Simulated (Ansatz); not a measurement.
**Ag⁺ ··· H$_{2}$O**

The pair of Ag⁺ (SMILES [Ag+], atom 1) and H$_{2}$O (SMILES O, atoms 2–4), both closed shells, in one local arrangement (a lower one may exist), relaxed at PBE0-D4/def2-TZVP:

```
atom    x (Å)    y (Å)    z (Å)
 Ag1  -0.0670  -0.0238  -1.9428
  O2   0.0090   0.0031   0.2687
  H3  -0.5383   0.5416   0.8501
  H4   0.5962  -0.5209   0.8240
```

Computed with Ansatz 0.2.0 (basis: def2-TZVPPD, with def2-QZVPPD for the basis limit); correlated methods freeze the cores. Filled d shells of the heavier atoms are correlated. Core potentials replace the inner electrons of the atoms past krypton. B3LYP uses VWN-RPA correlation. Extrapolation: Hartree–Fock as exp(−7.88 √X), correlation as X^−2.97. Interaction energies count from these two fragments, frozen as in the pair, with the counterpoise correction; negative means bound.

Problem. What is the interaction energy by CCSD(T) at an estimated basis limit (MP2 extrapolated from triple and quadruple zeta, plus CCSD(T) − MP2 in triple zeta)? (To be estimated.)

Solution. The calculation gives: -127.5 kJ/mol. Hartree–Fock alone gives -96.6 kJ/mol at the basis limit. It counts from the two fragments frozen as in the pair.

The same quantity by other methods in triple zeta, and each one's difference from that estimate:
```
   method  E_int (kJ/mol)  difference
   PBE-D4          -136.9        -9.3
revPBE-D4          -124.6         2.9
  BLYP-D4          -134.7        -7.2
r2SCAN-D4          -140.8       -13.3
   B97M-V          -133.4        -5.9
  PBE0-D4          -129.1        -1.6
 B3LYP-D4          -130.9        -3.4
 HSE06-D4          -128.8        -1.3
  wB97X-V          -126.1         1.4
  wB97M-V          -125.4         2.1
   B2PLYP          -124.0         3.5
       HF           -94.8        32.7
      MP2          -119.6         7.9
     CCSD          -113.0        14.5
  CCSD(T)          -115.5        12.0
```
Differences are method less estimate.

Problem. Which atoms make the shortest contact between the fragments?

Solution. Ag1 and O2, 2.21 Å apart.

Basis-set superposition shift (counterpoise-corrected less uncorrected): CCSD(T) 6.4; MP2 6.0; HF 0.2; PBE0-D4 0.2; wB97M-V 0.3 kJ/mol.

T1 diagnostic: at most 0.012.

For scale, one of the runs: CCSD(T)/def2-TZVPPD, 130 basis functions, launched by `ansatz run in.yaml --threads 2 --pin off --events-out ev --progress --plain --max-ram 5222MiB`. The run took about 8.5 s on 2 CPU threads of an Arm Neoverse V1 (shared host).
